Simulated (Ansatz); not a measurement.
Start from `COCOC` and change one atom or group to get `BCOC`.

Ansatz, PBE0-D4/def2-TZVP geometries, multiplicity 1. Each molecule was computed in one conformer, which needn't be the lowest.

```tsv
property	`COCOC`
LUMO energy (PBE0/def2-TZVPP) / eV	1.48
LUMO energy (ωB97M-V/def2-TZVPP) / eV	2.93
LUMO energy (PBE/def2-TZVPP) / eV	0.66
ideal-gas entropy at 298 K and 1 bar (rigid rotor, harmonic PBE0-D4/def2-TZVP) / J/(mol·K)	323
zero-point energy (PBE0-D4/def2-TZVP) / kJ/mol	298.5
HOMO–LUMO gap (PBE0/def2-TZVPP) / eV	9.34
```

Q: What does the change do to each property? (Best estimate.)

A: The calculation gave: 
```csv
property,`BCOC`,shift
LUMO energy (PBE0/def2-TZVPP) / eV,-1.36,-2.84
LUMO energy (ωB97M-V/def2-TZVPP) / eV,0.56,-2.37
LUMO energy (PBE/def2-TZVPP) / eV,-2.42,-3.08
"ideal-gas entropy at 298 K and 1 bar (rigid rotor, harmonic PBE0-D4/def2-TZVP) / J/(mol·K)",304,-19
zero-point energy (PBE0-D4/def2-TZVP) / kJ/mol,234.7,-63.8
HOMO–LUMO gap (PBE0/def2-TZVPP) / eV,6.17,-3.17
```

With PBE0 the HOMO rises by 0.33 eV and the LUMO falls by 2.84 eV, so the gap narrows by about 3.17 eV. PBE moves the HOMO by 0.26 eV and ωB97M-V by 0.36 eV. The zero-point energy changes by -63.8 kJ/mol with -6 modes.
